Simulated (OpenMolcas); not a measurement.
**Lines of Ti I: computed and rescaled rates**

| Item | Value |
| --- | --- |
| Program | OpenMolcas 26.06 |
| Method | MS-CASPT2, IPEA 0.25 Eh, imaginary shift 0.1 Eh (closed shells correlated: 3s 3p) |
| Basis | ANO-RCC-VTZP [6s5p3d2f1g] |
| Scalar Hamiltonian | DKH2, point nucleus |
| Active space | 4 electrons in 6 orbitals (3d 4s) |
| State averaging | 2S+1 = 5 even, 15 roots; 2S+1 = 3 even, 55 roots; 2S+1 = 1 even, 50 roots |
| Spin-orbit coupling | RASSI with atomic mean-field integrals over the reference wave functions, term energies averaged over their components |

Rates come from the transition moments of the reference wave functions (E1 and E2 in the length form). At fixed line strength A goes as λ^-3 for E1 and M1 and as λ^-5 for E2, so a rate at the computed wavelength can be rescaled to the measured one. Measured vacuum wavelengths follow from level energies in NIST Handbook of Basic Atomic Spectroscopic Data. Branching counts decays inside the model space alone, at computed energies, and the table is only a selection of the E2 and M1 lines, drawn from those between levels with measured partners whose computed energy lies within a factor of 1.5 of the measured one.

| Upper | Lower | Type | λ computed (nm) | λ measured (nm) | A computed (s-1) | A rescaled (s-1) | Branching % |
| --- | --- | --- | --- | --- | --- | --- | --- |
| 3d³ 4s ³F₄(1) | 3d² 4s² ³F₄ | E2 | 1023 | 878 | 2.07e-01 | 4.45e-01 | 71.8 |
| 3d³ 4s ³F₂(1) | 3d² 4s² ³F₂ | E2 | 1017 | 867.2 | 1.81e-01 | 4.02e-01 | 64.2 |
| 3d³ 4s ³F₃(1) | 3d² 4s² ³F₃ | E2 | 1020 | 871.9 | 1.46e-01 | 3.20e-01 | 51.0 |
| 3d³ 4s ³F₂(1) | 3d² 4s² ³F₃ | E2 | 1033 | 880.2 | 7.23e-02 | 1.61e-01 | 25.6 |
| 3d³ 4s ³F₃(1) | 3d² 4s² ³F₂ | E2 | 1005 | 859.1 | 6.13e-02 | 1.34e-01 | 21.5 |
| 3d³ 4s ³F₃(1) | 3d² 4s² ³F₄ | E2 | 1040 | 888.7 | 5.14e-02 | 1.13e-01 | 18.0 |
| 3d² 4s² ³F₄ | 3d² 4s² ³F₃ | M1 | 53850 | 46140 | 1.30e-04 | 2.07e-04 | 100.0 |
| 3d² 4s² ³F₃ | 3d² 4s² ³F₂ | M1 | 68400 | 58780 | 8.05e-05 | 1.27e-04 | 100.0 |
| 3d³ 4s ⁵F₅ | 3d³ 4s ⁵F₄ | M1 | 96610 | 99790 | 3.61e-05 | 3.28e-05 | 99.7 |
| 3d³ 4s ⁵F₄ | 3d³ 4s ⁵F₃ | M1 | 119800 | 122300 | 3.29e-05 | 3.09e-05 | 99.6 |
| 3d³ 4s ⁵F₃ | 3d³ 4s ⁵F₂ | M1 | 158700 | 160700 | 1.74e-05 | 1.68e-05 | 99.0 |

The largest correction is for 3d³ 4s ³F₂(1) → 3d² 4s² ³F₃ (E2): 7.23e-02 × (1033 / 880.2)^5 = 1.61e-01 s-1, a factor of 2.23.

No measured rate stands beside these. Rescaling mends the energy factor alone: line strengths can still be far off where a level mixes with configurations outside the active space, and weak or spin-changing lines hang on small mixing coefficients that depend on the term gaps too, so rescaling need not improve them.

CASPT2 does not keep the components of a term degenerate, so their means are used; among the terms shown or strongly mixed into the levels shown the widest spread is 2700 cm-1 (3d² 4s² ³F). Over all roots computed the reference weight is 0.80 to 0.91; the roots of lowest weight are the least certain, and an intruder state may touch them. Configurations are named by rounded mean occupations; where the s occupation lies near a half they are strongly mixed, a name can repeat and a true partner stay unpaired. A single d shell beside an s shell can misplace configurations of different d count against each other. Measured partners are found by configuration, term and J. A level has none where our copy of the source lacks it or the pairing is in doubt (some pairs that miss far off the trend of their configuration count as doubtful). Levels of configurations outside the active space are missing.

A number in round brackets counts repeated terms of one configuration in the order of the reference energies.
